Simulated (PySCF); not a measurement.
# GeF₄ + HCl → GeHCl + 2 F₂

Level: PBE0 in the def2-TZVP basis family, all electrons, no relativity, computed in PySCF with density fitting; open shells unrestricted.

| species | state and structure | ZPE (kJ/mol) | H(298 K) − H(0) (kJ/mol) | S° (J/(mol K)) |
| --- | --- | --- | --- | --- |
| GeF₄ | singlet, Td, Ge–F 1.692 Å (×4) | 25.9 | 17.4 | 303.0 |
| HCl | singlet, C∞v, H–Cl 1.279 Å | 17.9 | 8.7 | 186.6 |
| GeHCl | singlet, Cs, Ge–Cl 2.183 Å, Ge–H 1.601 Å; Cl–Ge–H 93.7° | 18.2 | 11.0 | 264.4 |
| F₂ | singlet, D∞h, F–F 1.376 Å | 6.6 | 8.7 | 201.9 |

Problem. Is the gas-phase reaction uphill or downhill in electronic energy at this level, and by how much?

Solution. At PBE0/def2-TZVP, ΔE = 1326.1 kJ/mol, uphill. 

Problem. Add zero-point, thermal and entropy terms for 298.15 K and 1 bar.

Solution. ΔZPE = -12.4 and Δ[H(298) − H(0)] = 2.3 kJ/mol give ΔH° = 1316.0 kJ/mol. ΔS° = 178.6 J/(mol K), so ΔG° = 1316.0 − 298.15 × (0.1786) = 1263 kJ/mol.

Only the bonding shown was studied: isomers, or loss of a ligand pair, can lie lower.
